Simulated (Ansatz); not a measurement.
Input file for C₂H₇BrInN, SMILES `C[N](C)[InH][Br]`:

```yaml
crystal:
  periodic: [false, false, false]
  atoms:
    - {symbol: C, position_ang: [-0.516948, -0.673005, 1.252256]}
    - {symbol: N, position_ang: [-0.042743, -0.040485, 0.049063]}
    - {symbol: C, position_ang: [1.188797, 0.680804, 0.234664]}
    - {symbol: In, position_ang: [-1.011900, -0.164030, -1.692963]}
    - {symbol: Br, position_ang: [0.197023, 1.084905, -3.458815]}
    - {symbol: H, position_ang: [-1.452066, -1.211679, 1.077729]}
    - {symbol: H, position_ang: [-0.702515, 0.061812, 2.050251]}
    - {symbol: H, position_ang: [0.213471, -1.396872, 1.644290]}
    - {symbol: H, position_ang: [1.514627, 1.144921, -0.697967]}
    - {symbol: H, position_ang: [1.994793, 0.016414, 0.580552]}
    - {symbol: H, position_ang: [1.078559, 1.476202, 0.986921]}
    - {symbol: H, position_ang: [-2.461100, -0.978967, -2.025972]}
basis:
  gaussian: {orbitals: def2-TZVPP}
correlation: {method: ccsd_t}
output: {orbitals: {seedname: orbitals}}
```

```sh
$ ansatz run in.yaml --threads 2 --pin off --events-out ev --progress --plain --max-ram 32768MiB --backend cuda --devices 0, --max-vram 18GiB
```

The program prints (abridged):

```
Functional definition: HF
1919 factors; integrals over basis functions are off by at most 9.3e-4 eV
mean field evaluation 1: about -78799.1921 eV, gradient 4.0e1 eV
mean field evaluation 2: about -78799.3456 eV, gradient 4.0e1 eV
mean field evaluation 4: about -78803.5274 eV, gradient 5.1e0 eV
mean field evaluation 8: about -78803.6124 eV, gradient 3.3e-1 eV
mean field -78803.61283815 eV, -2895.9793567949 hartree, gradient 3.2e-6 eV, S^2 0.000000; 0 other end points of the search recorded, 0 dependent functions left out
16 core orbitals not correlated: weight in the atoms' cores, before any rotation towards them, 1.000 or more for the frozen orbitals, at most 0.000 for the correlated occupied ones
reference -78803.61283815 eV, -2895.9793567949 hartree; 25, 25 occupied and 248, 248 virtual orbitals, 1919 factors
second order -30.72475699 eV of doubles, -0.00000000 eV of singles
cycle   1  -30.64794415 eV  change    7.7e-2 eV  update   1.3e-1
cycle   2  -31.38984547 eV  change   -7.4e-1 eV  update   3.8e-2
cycle   3  -31.55149445 eV  change   -1.6e-1 eV  update   2.5e-2
cycle   4  -31.53887913 eV  change    1.3e-2 eV  update   8.9e-3
cycle   5  -31.53207665 eV  change    6.8e-3 eV  update   5.6e-3
cycle   6  -31.53471061 eV  change   -2.6e-3 eV  update   2.4e-3
cycle   7  -31.53442925 eV  change    2.8e-4 eV  update   9.7e-4
cycle   8  -31.53435632 eV  change    7.3e-5 eV  update   2.6e-4
cycle   9  -31.53453254 eV  change   -1.8e-4 eV  update   8.3e-5
cycle  10  -31.53452788 eV  change    4.7e-6 eV  update   2.6e-5
perturbative correction -1.16428207 eV, -0.0427865768 hartree
Total energy: -78836.31164810 eV, -2897.1810158964 hartree
```

Run time 13 s (2 threads of an AMD EPYC 7R13 on a shared host and a share of an NVIDIA H100 80 GB); peak host memory 1.3 GiB.

Correlation energy per correlated electron: -0.654 eV. T1 diagnostic: 0.0137.
